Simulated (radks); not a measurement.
Initial-state core-level shifts of neutral terbium when its valence configuration changes from [Xe] 4f9 6s2. All-electron calculation, scalar-relativistic Kohn-Sham, BLYP, spin-polarised, spherical densities, point nucleus; open shells are filled with parallel spins first (spin-orbit coupling, left out, can overturn this in heavy ions). Program: a radial shooting solver on a logarithmic mesh with Libxc functionals. Shifts are changes of the shell-averaged eigenvalues in eV (positive: less bound).

valence	2p	4p	5s	5p
4f7 6s2 6p2	-21.311	-21.822	-14.136	-12.242
4f9 6s1.5 6p0.5	-0.640	-0.637	-0.659	-0.652
4f7 5d1 6s2 6p1	-17.522	-18.113	-10.541	-8.872
4f8 5d1 6s2	-6.450	-6.805	-3.552	-2.847
4f8 6s2 6p1	-9.763	-10.086	-6.885	-6.017
